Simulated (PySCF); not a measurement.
Species: C₅H₉BO₃.
Cartesian coordinates in Å at the PBE0-D3(BJ)/def2-SVP level; atoms count from 1:
```
atom  x, y, z in Å
C1    -3.106   -0.433    0.519
C2    -1.742   -0.521   -0.117
O3    -0.851    0.267    0.637
C4     0.446    0.302    0.251
C5     1.241    1.332    0.778
O6     2.486    1.427    0.572
B7     3.189    0.191   -0.013
O8     2.259   -0.319   -1.102
C9     1.011   -0.377   -0.831
H10   -3.462    0.607    0.529
H11   -3.828   -1.045   -0.041
H12   -3.070   -0.796    1.556
H13   -1.774   -0.162   -1.165
H14   -1.388   -1.571   -0.142
H15    0.754    2.148    1.333
H16    3.227   -0.651    0.878
H17    4.240    0.531   -0.504
H18    0.389   -0.918   -1.556
```

The calculation used TDDFT CAM-B3LYP/def2-SVPD, vertical, gas phase, core orbitals frozen in the response (PySCF).

```tsv
state	E (eV)	E (hartree)	f	main configurations (H = HOMO, L = LUMO)
S1	3.53	0.1296	0.058	H→L (96%)
S2	4.98	0.1830	0.0021	H-2→L (94%)
S3	5.08	0.1866	0.043	H-1→L (94%)
S4	6.19	0.2273	0.024	H→L+1 (83%), H→L+2 (10%)
S5	6.60	0.2425	0.0047	H-4→L (47%), H-3→L (43%)
S6	6.75	0.2480	0.043	H→L+4 (25%), H→L+5 (25%), H→L+2 (19%)
S7	6.90	0.2537	0.025	H→L+3 (65%), H→L+2 (14%), H→L+4 (10%)
S8	6.91	0.2538	0.018	H-3→L (41%), H-5→L (17%), H-4→L (16%)
S9	7.15	0.2629	0.043	H→L+4 (48%), H→L+2 (32%)
S10	7.29	0.2677	0.033	H-5→L (46%), H-4→L (25%), H-3→L (8%)
```

Triplets (Tamm–Dancoff): T1 2.10 eV, H→L (96%); T2 4.50 eV, H-1→L (89%); T3 4.58 eV, H-2→L (88%); T4 5.43 eV, H→L+4 (36%), H→L+7 (14%), H→L+1 (13%).

The lowest singlet lies at 3.53 eV (352 nm, ultraviolet) and is of moderate strength; its leading configuration is HOMO→LUMO (96%). The lowest level is also the most intense of those listed (f = 0.058). S7/S8 lie within about 0.01 eV of each other. Löwdin shares by element: HOMO oxygen 49%, carbon 19% or more (atoms not listed hold the other 32%); LUMO carbon 51% or more, oxygen 30% or more (atoms not listed hold the other 19%). Of the 10 states listed, 8 reach f = 0.01 and none stays under 0.0005. Orbital energies (eV): HOMO-3 -11.30, HOMO-2 -10.55, HOMO-1 -9.63, HOMO -7.95, LUMO -1.36, LUMO+1 0.91, LUMO+2 1.48. Weighted by f, the mean energy of these states is 5.95 eV. No computed singlet lies in the visible range (380 to 750 nm); the lowest, at 352 nm, stands 0.26 eV above its violet end (3.26 eV); a Tamm–Dancoff triplet lies at 591 nm, without intensity as long as spin–orbit coupling is left out. The vertical ionisation energy (ΔSCF) is 8.67 eV, 1.38 eV above S10. The window holds the lowest 10 singlets.

One conformer stands for the species.
